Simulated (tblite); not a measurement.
Species: C₅H₁₁BF₂Si.
Bonds: C1–C2, C2–C3, C3–B4, B4–F5, B4–F6, C3–C7, C7–Si8, Si8–C9, C3–C9. Hydrogens: H10, H11, H12 on C1; H13, H14 on C2; H15, H16 on C7; H17, H18 on Si8; H19, H20 on C9.

Computed with GFN2-xTB (tblite), gas phase: L-BFGS steps from a force-field or distance-geometry start until the largest atomic force falls under 0.01 eV/Å.

Step 50: E = -784.2505 eV
```
atom  x, y, z in Å  |  force x, y, z in eV/Å
C1      2.3880   -0.1861    0.2896    0.011   0.014   0.020
C2      1.1166   -0.9442   -0.0777    0.028   0.010  -0.030
C3     -0.1506   -0.1196    0.1727    0.025   0.002   0.030
B4     -0.4054    0.2181    1.6975   -0.004   0.006  -0.049
F5     -0.0504   -0.5532    2.7079    0.036  -0.035  -0.022
F6     -1.0997    1.2762    2.0803   -0.014   0.008  -0.002
C7     -0.2577    1.1445   -0.7267   -0.023  -0.028   0.024
Si8    -2.0879    0.7649   -1.1034   -0.006  -0.013  -0.018
C9     -1.4396   -0.8564   -0.3275    0.009   0.040  -0.003
H10     2.4995    0.7061   -0.3231   -0.038   0.009   0.040
H11     3.2674   -0.8090    0.1359   -0.049  -0.014   0.021
H12     2.3503    0.1118    1.3358    0.051   0.016  -0.011
H13     1.0683   -1.8665    0.5067   -0.033   0.020   0.010
H14     1.1539   -1.2186   -1.1344    0.010  -0.025  -0.042
H15     0.3882    1.0458   -1.5988   -0.011   0.033   0.023
H16    -0.0051    2.0749   -0.2241    0.010  -0.023  -0.011
H17    -3.0887    1.4614   -0.2971    0.040   0.003  -0.019
H18    -2.4648    0.7220   -2.5172   -0.010  -0.021   0.014
H19    -2.0178   -1.3412    0.4564   -0.007   0.005  -0.003
H20    -1.1697   -1.6202   -1.0557   -0.024  -0.007   0.026
```

Step 51: E = -784.2514 eV
```
atom  x, y, z in Å  |  force x, y, z in eV/Å
C1      2.3909   -0.1896    0.2910   -0.025   0.006   0.007
C2      1.1178   -0.9431   -0.0803   -0.003   0.001  -0.030
C3     -0.1496   -0.1190    0.1726    0.028   0.030   0.017
B4     -0.4063    0.2200    1.6965    0.018   0.012  -0.048
F5     -0.0405   -0.5447    2.7075    0.034  -0.044  -0.006
F6     -1.1088    1.2731    2.0785   -0.016   0.004  -0.007
C7     -0.2577    1.1459   -0.7262   -0.042  -0.015   0.007
Si8    -2.0881    0.7626   -1.1067    0.015   0.005  -0.022
C9     -1.4405   -0.8551   -0.3241    0.023   0.037   0.002
H10     2.4943    0.7120   -0.3086   -0.020   0.020   0.036
H11     3.2701   -0.8087    0.1219   -0.050  -0.012   0.022
H12     2.3571    0.0909    1.3417    0.059   0.024  -0.004
H13     1.0672   -1.8667    0.5008   -0.030   0.000   0.020
H14     1.1517   -1.2152   -1.1378    0.024  -0.015  -0.041
H15     0.3907    1.0529   -1.5978   -0.022   0.025   0.042
H16    -0.0101    2.0769   -0.2211    0.008  -0.037  -0.017
H17    -3.0920    1.4612   -0.3051    0.046  -0.001  -0.025
H18    -2.4600    0.7148   -2.5227   -0.007  -0.021   0.032
H19    -2.0172   -1.3335    0.4644   -0.022  -0.003  -0.002
H20    -1.1743   -1.6241   -1.0476   -0.017  -0.013   0.018
```

Step 52: E = -784.2525 eV
```
atom  x, y, z in Å  |  force x, y, z in eV/Å
C1      2.3935   -0.1929    0.2925   -0.048   0.000  -0.001
C2      1.1194   -0.9418   -0.0840   -0.038  -0.011  -0.021
C3     -0.1476   -0.1179    0.1726    0.016   0.046  -0.010
B4     -0.4061    0.2224    1.6954    0.025   0.019  -0.039
F5     -0.0303   -0.5374    2.7063    0.028  -0.039   0.007
F6     -1.1197    1.2691    2.0762   -0.001  -0.020  -0.013
C7     -0.2582    1.1468   -0.7258   -0.045   0.009  -0.012
Si8    -2.0881    0.7600   -1.1103    0.035   0.019  -0.020
C9     -1.4410   -0.8533   -0.3197    0.025   0.020   0.010
H10     2.4885    0.7192   -0.2918    0.000   0.025   0.030
H11     3.2721   -0.8081    0.1074   -0.046  -0.004   0.019
H12     2.3652    0.0689    1.3481    0.059   0.026  -0.006
H13     1.0659   -1.8667    0.4942   -0.025  -0.018   0.021
H14     1.1501   -1.2113   -1.1428    0.038  -0.001  -0.025
H15     0.3929    1.0606   -1.5963   -0.026   0.010   0.046
H16    -0.0151    2.0781   -0.2189    0.003  -0.035  -0.013
H17    -3.0941    1.4614   -0.3140    0.044  -0.002  -0.027
H18    -2.4546    0.7063   -2.5279   -0.006  -0.021   0.039
H19    -2.0173   -1.3239    0.4737   -0.031  -0.009   0.000
H20    -1.1807   -1.6290   -1.0380   -0.004  -0.014   0.016
```

Question: Estimate the geometry and energy of step 53. (The exact step hangs on the optimiser's Hessian estimate; all steps are aligned on step 52, rigid shifts and turns removed.)

Answer: E = -784.2536 eV, largest force 0.075 eV/Å
```
atom  x, y, z in Å  |  force x, y, z in eV/Å
C1      2.3950   -0.1943    0.2941   -0.073  -0.008  -0.017
C2      1.1213   -0.9409   -0.0881   -0.062  -0.017  -0.002
C3     -0.1449   -0.1165    0.1712   -0.007   0.042  -0.040
B4     -0.4056    0.2231    1.6926    0.041   0.001  -0.005
F5     -0.0232   -0.5366    2.7020    0.016  -0.020   0.004
F6     -1.1285    1.2630    2.0746    0.007  -0.030  -0.017
C7     -0.2588    1.1473   -0.7267   -0.030   0.031  -0.027
Si8    -2.0874    0.7583   -1.1137    0.044   0.024  -0.010
C9     -1.4416   -0.8510   -0.3152    0.011  -0.008   0.017
H10     2.4839    0.7255   -0.2773    0.017   0.040   0.007
H11     3.2732   -0.8055    0.0996   -0.019  -0.012   0.003
H12     2.3707    0.0540    1.3521    0.045   0.029   0.026
H13     1.0653   -1.8658    0.4896   -0.021  -0.030   0.016
H14     1.1510   -1.2101   -1.1476    0.046   0.015  -0.006
H15     0.3947    1.0677   -1.5955   -0.021  -0.009   0.031
H16    -0.0181    2.0780   -0.2183   -0.004  -0.015   0.000
H17    -3.0921    1.4644   -0.3208    0.032   0.003  -0.024
H18    -2.4528    0.6977   -2.5308   -0.007  -0.020   0.032
H19    -2.0181   -1.3133    0.4834   -0.030  -0.006  -0.006
H20    -1.1892   -1.6343   -1.0282    0.013  -0.008   0.018
```

The energy changes by -0.0011 eV. The first-order estimate −F·Δx gives -0.0016 eV and the mean of the old and new forces, exact on a quadratic surface, -0.0011 eV. The step makes an angle of 78° with the force vector and moves no atom by more than 0.016 Å.

The cost below is that of the whole relaxation. The run took 1.3 s of wall time on an Arm Neoverse N1 with one thread, no GPU (shared host).
